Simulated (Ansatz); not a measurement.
`N[SiH](F)CF` + HBr → `N[SiH](F)Br` + `CF` at 700 K and 1 bar (ligand exchange at the Si–C bond).

Computed with Ansatz on PBE0-D4/def2-TZVP structures; ΔE is electronic, products minus reactants. CCSD(T)/CBS adds triple-zeta CCSD(T) − MP2 to the extrapolated MP2 energy (def2 sets, frozen cores). This one scheme is used for every species. For Br outer-core shells are correlated without core-valence functions, which leaves a few kJ/mol of doubt a bond. Scalar relativity is left out up to krypton. One conformer a species, not always the lowest.

```tsv
species	CCSD(T)/CBS energy (Eh)	H − E (kJ/mol)	S (J/(mol·K))
`N[SiH](F)CF`	-584.52271	255.3	456.7
HBr	-2573.91920	36.5	223.7
`N[SiH](F)Br`	-3018.85213	163.6	418.3
`CF`	-139.63461	133.6	263.9
```

H − E and S are ideal-gas, rigid-rotor, harmonic terms from PBE0-D4/def2-TZVP, for one conformer and one mirror image of each species. 1 Eh = 2625.50 kJ/mol, R = 8.31446 J/(mol·K).

**Question.** By hand: ΔE, ΔH, ΔS and ΔG.

**Answer.** ΔE = (-3018.85213) + (-139.63461) − (-584.52271) − (-2573.91920) = -0.04483 Eh = -117.7 kJ/mol. Δ(H − E) = 163.6 + 133.6 − 255.3 − 36.5 = 5.4, so ΔH = -112.3 kJ/mol. ΔS = 418.3 + 263.9 − 456.7 − 223.7 = 1.8 J/(mol·K). ΔG = -112.3 − 700 × (1.8)/1000 = -113.6 kJ/mol.

**Question.** By hand: the equilibrium constant, and the temperature at which ΔG would vanish if ΔH and ΔS stayed fixed.

**Answer.** log₁₀ K = −ΔG/(RT ln 10) = 8.5. ΔH and −TΔS have one sign here, so there is no such temperature. One of them is within its doubt of zero, so this could turn.

The number of gas molecules stays the same, so ΔS is small and ΔH decides. A doubt of 5 kJ/mol in ΔE shifts log₁₀ K by 0.4 here. Other conformers and mirror images would add mixing entropy, several J/(mol·K) or more a flexible species. These are equilibria of isolated gas molecules and say nothing of rates. Largest T1 diagnostic: 0.011 (customary marks: 0.02 for closed shells, 0.045 for open ones).
